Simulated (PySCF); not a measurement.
**Working out the excitation energy of He**

He 1s2 (1S) → He 1s1 2s1 (3S). All numbers are calculated (PySCF 2.14, no relativity, point nucleus, in aug-cc-pVTZ with one added diffuse shell each of s, p, d type (5s4p3d, 32 functions)). Frozen: nothing. Energies in hartree (1 hartree = 27.21139 eV):

```tsv
part	He (lower)	He (upper)
UHF	-2.861184	-2.172665
CCSD correlation	-0.039424	-0.000958
(T)	0.000000	0.000000
```

Task: What does Hartree-Fock give?

Result: (-2.172665) − (-2.861184) = 0.688519 hartree = 18.736 eV.

Task: What do CCSD and CCSD(T) give?

Result: The CCSD correlation energies differ by 0.038466 hartree = 1.047 eV and the triples by 0.000000 hartree = 0.000 eV, so CCSD gives 19.783 eV and CCSD(T) 19.783 eV.

Measured between the centres of the two terms (NIST): 19.820 eV, so CCSD(T) (valence) is off by -0.037 eV.

What remains against the reference includes basis incompleteness and higher excitations.
